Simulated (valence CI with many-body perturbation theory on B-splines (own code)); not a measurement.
**From CI to CI+MBPT in Dy61+**

Calculated by valence CI with perturbative core correlation (CI+MBPT): three valence electrons over a frozen Dirac-Fock core [He], a basis of 11 s, 11 p, 9 d, 7 f, 5 g, 2 h, 1 i functions for each j, with the one-electron correlation potential Σ1 (screened to all orders), the two-electron term Σ2, the three-electron term Σ3, Breit, model QED; selected single and double excitations, second order for the rest (own B-spline code, finite nucleus).

The last digits are not significant, and no measured levels were compared; by estimate large intervals hold to a few tenths of a per cent, small ones and those within an open d or f shell to about a per cent.

Each rung adds one term. CI alone is the Dirac-Coulomb CI over the frozen core; QED comes last and gives the full result, which names the levels. Energies are above (2s^2 2p1/2) J=1/2 on the same rung, in eV.

Levels are named by their leading jj configuration (3d3/2^4 stands for four electrons in 3d with j = 3/2), which in mixed levels can hold well under half, so a name can repeat and another be missing. Letters in brackets count levels of one name in rising energy.

```tsv
Level	CI alone	Σ1	Σ2	Σ3	Breit	QED	Full
(2s 2p1/2^2) J=1/2	223.1	-0.31	-0.13	-0.02	+13.37	-12.27	223.7
(2s^2 2p3/2) J=3/2	883.5	+0.16	-0.01	-0.01	-12.96	+1.07	871.8
(2s 2p1/2 2p3/2) J=3/2 [a]	1039.9	-0.14	-0.06	+0.01	-0.39	-10.95	1028.4
(2s 2p1/2 2p3/2) J=5/2	1085.2	-0.14	-0.09	-0.02	-7.82	-10.96	1066.1
(2s 2p1/2 2p3/2) J=1/2	1139.8	-0.14	-0.32	-0.05	+0.10	-11.02	1128.4
(2s 2p1/2 2p3/2) J=3/2 [b]	1145.8	-0.14	-0.23	-0.05	-4.21	-11.00	1130.2
(2p1/2^2 2p3/2) J=3/2	1378.0	-0.44	-0.43	-0.06	+10.39	-23.00	1364.4
(2s 2p3/2^2) J=5/2	1945.2	+0.02	-0.06	-0.02	-17.42	-9.65	1918.1
(2s 2p3/2^2) J=1/2	2032.2	+0.02	-0.09	-0.06	-9.95	-9.68	2012.5
(2s 2p3/2^2) J=3/2	2038.4	+0.02	-0.29	-0.06	-15.12	-9.71	2013.3
(2p1/2 2p3/2^2) J=3/2	2219.2	-0.28	-0.41	-0.06	-2.29	-21.99	2194.1
(2p1/2 2p3/2^2) J=5/2	2248.4	-0.28	-0.36	-0.06	-9.51	-21.99	2216.2
(2p1/2 2p3/2^2) J=1/2	2288.1	-0.28	-0.32	-0.06	+0.05	-21.97	2265.5
(2p3/2^3) J=3/2	3141.1	-0.12	-0.31	-0.06	-15.28	-20.69	3104.7
(2s^2 3s) J=1/2	8172.0	+0.44	-0.07	-0.06	-19.08	+3.19	8156.5
(2s^2 3p1/2) J=1/2	8247.6	+0.37	-0.07	-0.06	-15.54	-0.56	8231.7
(2s 2p1/2 3s) J=1/2 [a]	8322.5	+0.14	-0.05	-0.06	-7.71	-8.70	8306.1
(2s 2p1/2 3s) J=3/2	8350.3	+0.14	-0.13	-0.06	-11.11	-8.71	8330.4
(2s 2p1/2 3s) J=1/2 [b]	8375.1	+0.14	-0.09	-0.06	-9.36	-8.83	8356.9
(2s 2p1/2 3p1/2) J=1/2 [a]	8386.2	+0.07	-0.05	-0.06	-4.19	-12.41	8369.5
(2s 2p1/2 3p1/2) J=3/2	8415.8	+0.07	-0.13	-0.06	-8.30	-12.36	8395.0
(2s 2p1/2 3p1/2) J=1/2 [b]	8450.7	+0.07	-0.17	-0.06	-5.29	-12.34	8432.9
(2s^2 3p3/2) J=3/2	8509.2	+0.41	-0.08	-0.06	-19.47	-0.09	8489.9
(2s^2 3d3/2) J=3/2	8563.8	+0.45	-0.08	-0.06	-21.44	-0.50	8542.1
(2p1/2^2 3s) J=1/2	8591.4	-0.15	-0.25	-0.06	+4.01	-20.22	8574.8
(2s^2 3d5/2) J=5/2	8634.3	+0.45	-0.09	-0.06	-22.04	-0.47	8612.1
(2p1/2^2 3p1/2) J=1/2	8654.0	-0.22	-0.31	-0.06	+7.06	-23.87	8636.7
(2s 2p1/2 3p3/2) J=3/2 [a]	8657.5	+0.11	-0.06	-0.06	-7.85	-12.01	8637.6
(2s 2p1/2 3p3/2) J=5/2	8690.6	+0.12	-0.14	-0.06	-11.85	-11.81	8666.9
(2s 2p1/2 3p3/2) J=3/2 [b]	8692.6	+0.11	-0.16	-0.06	-10.94	-12.02	8669.5
(2s 2p1/2 3p3/2) J=1/2	8699.2	+0.09	-0.19	-0.06	-9.26	-12.66	8677.1
```

The middle columns are the shifts that each term adds.

Q: How does the ionisation energy move along the ladder, and which term matters most?

A: CI alone 14512, + Σ1 14512, + Σ2 14512, + Σ3 14512, + Breit 14490, + QED 14489 eV. The largest step is Breit, -22 eV. NIST lists 14495 ± 12 eV (theoretical).
